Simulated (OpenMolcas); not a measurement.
V3+ (d2) among equal point charges was computed by CASSCF with the d shell active (OpenMolcas, ANO-RCC-VDZP on the metal). Its lowest spin-free states, and all those of the highest spin:

```csv
2S+1,Degeneracy,E (cm-1)
3,2,0.0
3,1,2403
1,1,7855
1,2,11892
3,2,13938
1,2,16169
3,1,18882
3,1,28263
1,1,28410
3,2,28422
1,2,28703
1,1,34809
3,1,43683
```

Is the site octahedral, tetrahedral or cube-like, axial, or of lower symmetry?

The states with 2S+1 = 3 have orbital degeneracies 2, 1, 2, 1, 1, 2, 1. There are pairs but no triples, so the site is axial: not cubic, but with a proper or improper axis of order three or more. The run had V3+ among 6 point charges of -2.2 e arranged as a trigonal antiprism (D3d), 1.63 Å from the ion, with a polar angle of 60.8° against the regular 54.74°. The active orbitals were held to one l.

An orbital doublet at a regular site is open to a Jahn-Teller distortion, which this geometry leaves out. Without dynamic correlation the repulsion within the d shell is too large (B by tens of per cent), so at a given field states of lower spin stand too high. This is an electrostatic model: the charges have no orbitals. No measured value stands beside these numbers.
